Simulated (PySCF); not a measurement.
ammonium (H₄N), SMILES [NH4+], charge +1.

Geometry: B3LYP-D3(BJ)/def2-TZVPD.

Level of theory: B3LYP-D3(BJ)/def2-TZVPD run with PySCF.

Frequencies are harmonic and unscaled.

Modes within 1.5 cm⁻¹ of each other (mostly degenerate sets) share a row, with their intensities summed.

```
mode  ν (cm⁻¹)  IR (km/mol)  Raman (Å⁴/amu)  depolarisation  moving atoms (share of kinetic energy)
----  --------  -----------  --------------  --------------  --------------------------------------
1–3       1481        431.4             0.9            0.75                          H 86 %, N 14 %
4–5       1720          0.0             6.7            0.75                                 H 100 %
6         3361          0.0           100.3            0.00                                 H 100 %
7–9       3460        526.6            50.7            0.75                           H 92 %, N 8 %
```
